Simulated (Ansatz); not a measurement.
Two isomers of CH3FOSeSi: A = `O[Si]1(F)C[Se]1`, B = `FC1O[SiH2][Se]1`.

Program: Ansatz. Geometries: PBE0-D4/def2-TZVP. ΔE: electronic, gas phase. CCSD(T)/CBS adds triple-zeta CCSD(T) − MP2 to the extrapolated MP2 energy (def2 sets, frozen cores). Functionals use def2-TZVPP. B3LYP here is the variant with VWN-RPA as its local correlation; programs differ in this. For Se outer-core shells are correlated without core-valence functions, which leaves a few kJ/mol of doubt a bond. Scalar relativity is left out up to krypton. Each species was taken in one conformer, which may not be the lowest.

Question: Which isomer does CCSD(T)/CBS put lower? Give the gap. (Best estimate.)

Answer: The calculation gave: A, by 246.8 kJ/mol.

Question: Give E(B) − E(A) in kJ/mol with PBE-D4, HF/def2-TZVPP, B3LYP-D4, CCSD/def2-TZVPP, MP2/def2-TZVPP, CCSD(T)/def2-TZVPP, PBE0-D4. (Best estimate.)

Answer: Computed: PBE-D4 223.3, HF/def2-TZVPP 234.9, B3LYP-D4 234.8, CCSD/def2-TZVPP 241.0, MP2/def2-TZVPP 253.7, CCSD(T)/def2-TZVPP 239.5, PBE0-D4 229.7. None reverses the order clearly.

Largest T1 diagnostic: 0.012.

From PBE to PBE0 (25 % exact exchange), in def2-TZVPP and without D4, E(B) − E(A) moves by +6.3 kJ/mol. In def2-TZVPP, CCSD(T) changes the Hartree–Fock value by +4.6 kJ/mol (the triples alone add −1.5 kJ/mol) and MP2 by +18.8 kJ/mol.
